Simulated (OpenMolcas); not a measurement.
# Ru4+ in a point-charge field

Ru4+ among 6 point charges of -1.5 e arranged as an octahedron (Oh), 1.86 Å from the ion.
```
   1.8600    0.0000    0.0000  -1.50
   0.0000    1.8600    0.0000  -1.50
  -1.8600    0.0000    0.0000  -1.50
   0.0000   -1.8600    0.0000  -1.50
   0.0000    0.0000    1.8600  -1.50
   0.0000    0.0000   -1.8600  -1.50
```

```
Program             : OpenMolcas 26.06
Method              : CASSCF
Basis               : ANO-RCC-VDZP [6s5p3d1f]
Scalar Hamiltonian  : DKH2, point nucleus
Active space        : 4 electrons in 5 orbitals (4d)
State averaging     : 2S+1 = 5 even, 5 roots; 2S+1 = 3 even, 45 roots; 2S+1 = 1 even, 50 roots
Spin-orbit coupling : RASSI with atomic mean-field integrals over the reference wave functions
```

The lowest spin-free states (labels of O, the rotations of Oh), above the lowest:

| State | Degeneracy | E (cm-1) | Free-ion L (%) |
| --- | --- | --- | --- |
| 5E | 2 | 0.0 | D (100) |
| 5T2 | 3 | 8234 | D (100) |
| 3T1 | 3 | 13576 | H (51) |
| 3E | 2 | 19882 | H (93) |
| 3T1 | 3 | 20698 | H (44) |
| 3T2 | 3 | 21345 | F (50) |
| 3A2 | 1 | 23097 | F (100) |
| 1T2 | 3 | 23503 | G (50) |
| 3A1 | 1 | 23621 | G (100) |
| 1E | 2 | 24302 | I (78) |
| 3E | 2 | 26818 | G (72) |
| 3T1 | 3 | 27684 | H (66) |
| 1A1 | 1 | 28728 | G (42) |
| 3T2 | 3 | 28998 | H (48) |
| 1A2 | 1 | 29676 | I (97) |
| 1T2 | 3 | 29959 | I (60) |
| 3T1 | 3 | 30131 | G (39) |
| 1T1 | 3 | 31489 | I (50) |
| 3T2 | 3 | 34424 | G (70) |
| 3E | 2 | 34835 | D (74) |

The lowest levels with spin-orbit coupling:

```csv
E (cm-1),Degeneracy,Label,2S+1
0.0,1,A1,5
235.4,3,T1,5
451.9,2,E,5
583.0,3,T2,5
720.5,1,A2,5
8247,3,T2,5
8307,3,T1,5
8380,1,A1,5
9194,3,T1,5
9224,2,E,5
9731,3,T2,5
13020,1,A1,3
13872,3,T1,3
14318,3,T2,3
14474,2,E,3
20102,3,T2,3
20155,1,A1,3
20338,3,T1,3
20724,3,T1,3
20970,2,E,3 (86 %)
```

Powder χT (cm3 K/mol): 0.0241 at 2 K, 0.121 at 10 K, 0.602 at 50 K, 1.15 at 100 K, 1.79 at 200 K, 2.08 at 300 K. The effective moment at 300 K is 2.828 √(χT) = 4.08 μB.

The lowest level has 2S+1 = 5, for which the spin-only value is χT = S(S+1) / 2 = 3.000 cm3 K/mol (g = 2). The computed 2.085 at 300 K differs by -0.915, through orbital momentum, spin-orbit coupling and any other state in reach.

A least-squares ligand-field fit to the states below 45000 cm-1, each weighted by its degeneracy and with a free common offset, gives 10Dq = 8645 cm-1, B = 948 cm-1 and C = 3842 cm-1 (C/B = 4.05), with an rms deviation of 149 cm-1.

An orbital doublet at a regular site is open to a Jahn-Teller distortion, which this geometry leaves out. Without dynamic correlation the repulsion within the d shell is too large (B by tens of per cent), so at a given field states of lower spin stand too high. This shell can be high or low spin here, a state of another spin lies low, and with metal d orbitals alone active their balance is uncertain, so the ground spin may be wrong. Point charges give a weaker field than real ligands, and real ions of this kind are as a rule low spin; the high spin found here belongs to the model. This field is weak: 10Dq is about 8645 cm-1, while octahedral complexes of 4d ions of charge 3 and more, computed by the same method with explicit ligands, had a median near 25000 cm-1. Ground spin and moment need not be those of a real site. Point charges carry no covalency, so the field is a model and not that of real ligands. No measured value stands beside these numbers.
